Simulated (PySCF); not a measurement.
PySCF job for C4H10BN, SMILES B1(N)CC(C1)C, KT2/pcSseg-1. Geometry: B3LYP-D3(BJ)/def2-SVP. The structure was generated by enumeration, and PubChem lists no compound with its InChIKey, so it may never have been made. The values are those of a single conformer.

```python
import numpy as np
from pyscf import gto, scf, dft
from pyscf.prop.nmr import rks as nmr

mol = gto.M(
    atom='''
    C    -2.37183970   -0.12662952    0.00000000
    C    -0.94812333    0.41102248    0.00000000
    C     0.01284867   -0.07203069   -1.13915604
    B     1.12224814   -0.11514032   -0.00000000
    N     2.50845647   -0.00158482   -0.00000000
    C     0.01284868   -0.07203069    1.13915605
    H    -2.92921873    0.20600562   -0.89203875
    H    -2.92921871    0.20600563    0.89203876
    H    -2.36949661   -1.23031745   -0.00000000
    H    -0.97338418    1.51474482    0.00000000
    H    -0.27391965   -1.08597132   -1.47284252
    H     0.11225173    0.56685076   -2.03125211
    H     3.05990603    0.04330419   -0.84923774
    H     3.05990605    0.04330420    0.84923774
    H     0.11225175    0.56685074    2.03125210
    H    -0.27391963   -1.08597133    1.47284253
    ''',
    basis='pcSseg-1',
    charge=0,
    spin=0,
    max_memory=1600,
    verbose=3,
)
mf = dft.RKS(mol, xc='kt2')
mf.grids.level = 3
mf.conv_tol = 1e-10
mf.max_cycle = 100
mf.kernel()
n = nmr.NMR(mf)
n.verbose = 2
n.max_cycle_cphf = 60
sigma = n.kernel()
print('atom   isotropic/ppm   span/ppm')
for i, s in enumerate(sigma):
    w = np.linalg.eigvalsh((s + s.T) / 2)
    print(f'{mol.atom_symbol(i):2s}{i + 1:3d} {w.mean():14.3f} {w[2] - w[0]:11.3f}')
```

Output:

```
converged SCF energy = -242.209275684264
atom   isotropic/ppm   span/ppm
C   1        154.163      44.663
C   2        153.595      18.723
C   3        154.751      40.653
B   4         57.322      84.871
N   5        163.640     128.237
C   6        154.751      40.653
H   7         29.703      10.174
H   8         29.703      10.174
H   9         30.425       7.097
H  10         29.268       7.621
H  11         30.436       7.069
H  12         29.781       9.437
H  13         27.350      12.177
H  14         27.350      12.177
H  15         29.781       9.437
H  16         30.436       7.069
```

Self-consistency was reached.

Cost: roughly 50 core-seconds.
